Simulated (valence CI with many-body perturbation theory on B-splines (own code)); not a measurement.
E1 transitions of As⁺

Method: relativistic CI+MBPT: four valence electrons over a frozen Dirac-Fock core [Ar] 3d10, a basis of 11 s, 11 p, 9 d, 7 f, 5 g, 2 h, 1 i functions for each j, with the one-electron correlation potential Σ1 (screened to all orders), the two-electron term Σ2, the three-electron term Σ3, Breit, model QED; selected single and double excitations, second order for the rest, scaled by the run's own slope (own B-spline code, finite nucleus).

Against 16 measured levels this calculation errs by 197 cm⁻¹ on average and by 355 at most. These come from a selection out of the NIST Handbook of Basic Atomic Spectroscopic Data. Levels without a partner in it may be off by more. Among the levels kept, up to 510 cm⁻¹ of a level comes from second order outside the variational space, and about a tenth of that is noise between levels of different J, which matters for small intervals.

Lines 101 to 150 of 265 in falling wavelength, among levels below 128251 cm⁻¹, chosen from the strongest by gf and those to the six lowest levels. Wavelengths and rates use the calculated energies, so an error of 200 cm⁻¹ moves a line at 1921 Å by 0.38 % and its rate by three times that or more. Electric multipoles are in the length gauge, E1 and E2 with the static RPA response of the core. Weak lines are less certain than strong ones. Lines between different terms over intervals too small for the method are left out, as are lines whose strength nearly cancels. Where a level lies close to another of its J and parity, the split of strength between their lines is uncertain. The highest levels of a list are the least certain.

Names give the largest LS component (configuration and term), which can be under half, so a name can repeat, a term be missing and a line seem to break the LS rules; names also repeat where a configuration has a term twice. Letters in brackets count levels of one name in rising energy.

| λ vac (Å) | λ from measured levels | Upper | Lower | A (s⁻¹) | log gf | Branch % |
| --- | --- | --- | --- | --- | --- | --- |
| 4412 |  | 4s2 4p 4f 3D_1 | 4s2 4p 4d 3P°_0 | 6.91e+07 | -0.22 | 25.0 |
| 4368 |  | 4s2 4p 5p 1S_0 | 4s2 4p 5s 1P°_1 | 9.90e+07 | -0.55 | 92.6 |
| 4363 |  | 4s2 4p 5d 3D°_2 | 4s2 4p 5p 3P_2 | 7.04e+07 | 0.00 | 3.8 |
| 4363 |  | 4s2 4p 4f 3D_2 | 4s2 4p 4d 3P°_2 | 2.43e+07 | -0.46 | 9.6 |
| 4333 |  | 4s2 4p 5d 3D°_1 | 4s2 4p 5p 3P_0 | 6.79e+07 | -0.24 | 3.1 |
| 4327 |  | 4s2 4p 4f 1D_2 | 4s2 4p 4d 1P°_1 | 8.61e+07 | 0.08 | 35.6 |
| 4316 |  | 4s2 4p 5d 3P°_1 | 4s2 4p 5p 3P_2 | 3.29e+07 | -0.56 | 2.5 |
| 4258 |  | 4s2 4p 5d 3F°_2 | 4s2 4p 5p 1P_1 | 7.44e+07 | 0.00 | 17.8 |
| 4238 |  | 4s2 4p 5d 3D°_3 | 4s2 4p 5p 3D_3 | 4.81e+07 | -0.04 | 3.1 |
| 4233 |  | 4s2 4p 5d 3P°_2 | 4s2 4p 5p 3D_2 | 2.25e+07 | -0.52 | 1.4 |
| 4219 |  | 4s2 4p 4f 3G_3 | 4s2 4p 4d 3D°_3 | 1.07e+07 | -0.70 | 3.3 |
| 4216 |  | 4s2 4p 4f 3D_2 | 4s2 4p 4d 1P°_1 | 5.60e+07 | -0.13 | 22.1 |
| 4207 |  | 4s2 4p 4f 3F_4 [b] | 4s2 4p 4d 3D°_3 | 7.09e+07 | 0.23 | 23.4 |
| 4197 |  | 4s2 4p 5d 3P°_2 | 4s2 4p 5p 3D_1 | 4.64e+07 | -0.21 | 2.8 |
| 4167 |  | 4s2 4p 5d 3D°_2 | 4s2 4p 5p 3P_1 | 2.41e+07 | -0.50 | 1.3 |
| 4131 |  | 4s2 4p 4f 3D_3 | 4s2 4p 4d 3D°_3 | 2.94e+07 | -0.28 | 10.5 |
| 4090 |  | 4s2 4p 4f 1G_4 | 4s2 4p 4d 3D°_3 | 1.58e+07 | -0.45 | 6.3 |
| 4073 |  | 4s2 4p 4f 3G_3 | 4s2 4p 4d 3D°_2 | 3.84e+07 | -0.17 | 11.7 |
| 4069 |  | 4s2 4p 5d 1D°_2 | 4s2 4p 5p 3P_1 | 2.96e+07 | -0.43 | 1.2 |
| 3822 |  | 4s2 4p 5p 3P_2 | 4s 4p3 3D°_3 | 1.73e+07 | -0.72 | 13.4 |
| 3106 |  | 4s2 4p 4f 3F_4 [a] | 4s2 4p 4d 3F°_3 | 1.54e+08 | 0.30 | 53.2 |
| 3048 |  | 4s2 4p 4f 1F_3 | 4s2 4p 4d 3F°_2 | 6.49e+07 | -0.20 | 19.8 |
| 3044 |  | 4s2 4p 4f 3F_3 | 4s2 4p 4d 3F°_2 | 1.16e+08 | 0.05 | 37.9 |
| 2994 |  | 4s2 4p 4f 3F_4 [b] | 4s2 4p 4d 3F°_4 | 4.93e+07 | -0.22 | 16.3 |
| 2949 |  | 4s2 4p 4f 3G_5 | 4s2 4p 4d 3F°_4 | 3.30e+08 | 0.68 | 99.4 |
| 2882 |  | 4s2 4p 4f 3G_3 | 4s2 4p 4d 3F°_3 | 3.18e+07 | -0.56 | 9.7 |
| 2876 |  | 4s2 4p 4f 3F_4 [b] | 4s2 4p 4d 3F°_3 | 6.65e+07 | -0.13 | 21.9 |
| 2823 |  | 4s2 4p 4f 3G_3 | 4s2 4p 4d 3F°_2 | 1.21e+08 | 0.00 | 36.7 |
| 2821 |  | 4s2 4p 4f 1G_4 | 4s2 4p 4d 3F°_3 | 9.09e+07 | -0.01 | 36.5 |
| 2592 |  | 4s2 4p 4f 1F_3 | 4s2 4p 4d 1D°_2 | 1.82e+08 | 0.11 | 55.4 |
| 2519 |  | 4s2 4p 4f 3D_3 | 4s 4p3 3P°_2 | 1.08e+08 | -0.14 | 38.8 |
| 2454 |  | 4s2 4p 4f 3D_2 | 4s 4p3 3P°_1 | 4.24e+07 | -0.72 | 16.7 |
| 2428 |  | 4s2 4p 4f 3G_3 | 4s2 4p 4d 1D°_2 | 6.00e+07 | -0.43 | 18.2 |
| 2159 |  | 4s2 4p 5p 3S_1 | 4s 4p3 5S°_2 | 4.64e+04 | -4.01 | 0.0 |
| 2104 |  | 4s2 4p 4f 3F_4 [a] | 4s 4p3 3D°_3 | 4.69e+07 | -0.55 | 16.2 |
| 2090 |  | 4s2 4p 4f 3F_3 | 4s 4p3 3D°_2 | 7.05e+07 | -0.49 | 23.0 |
| 2083 |  | 4s2 4p 4f 3F_2 | 4s 4p3 3D°_1 | 7.25e+07 | -0.63 | 26.0 |
| 1996 |  | 4s2 4p 4f 3F_4 [b] | 4s 4p3 3D°_3 | 6.21e+07 | -0.48 | 20.5 |
| 1921 | 1913 | 4s 4p3 5S°_2 | 4s2 4p2 3P_2 | 2.08e+05 | -3.24 | 70.3 |
| 1869 | 1860 | 4s 4p3 5S°_2 | 4s2 4p2 3P_1 | 8.62e+04 | -3.65 | 29.1 |
| 1770 | 1769 | 4s2 4p 5s 3P°_1 | 4s2 4p2 1S_0 | 3.89e+06 | -2.26 | 0.4 |
| 1662 | 1661 | 4s2 4p 5s 1P°_1 | 4s2 4p2 1S_0 | 6.65e+07 | -1.08 | 5.5 |
| 1619 | 1612 | 4s 4p3 3P°_1 | 4s2 4p2 1S_0 | 1.42e+06 | -2.77 | 3.1 |
| 1578 | 1571 | 4s 4p3 3D°_1 | 4s2 4p2 1D_2 | 7.73e+05 | -3.06 | 31.3 |
| 1576 | 1568 | 4s 4p3 3D°_2 | 4s2 4p2 1D_2 | 7.57e+04 | -3.85 | 4.5 |
| 1566 | 1559 | 4s 4p3 3D°_3 | 4s2 4p2 1D_2 | 2.78e+05 | -3.15 | 23.6 |
| 1497 |  | 4s2 4p 4f 3F_3 | 4s 4p3 5S°_2 | 3.66e+04 | -4.06 | 0.0 |
| 1450 | 1449 | 4s2 4p 5s 3P°_1 | 4s2 4p2 1D_2 | 9.91e+07 | -1.03 | 8.9 |
| 1431 |  | 4s2 4p 4f 3D_3 | 4s 4p3 5S°_2 | 7.34e+04 | -3.80 | 0.0 |
| 1402 | 1400 | 4s2 4p 5s 3P°_2 | 4s2 4p2 1D_2 | 1.55e+07 | -1.64 | 1.4 |

Q: How does gf follow from A for the line at 1450 Å?

A: gf = 1.4992 × (2J+1)_upper × A / σ², with σ = 68968 cm⁻¹ and 2J+1 = 3: gf = 0.0937.
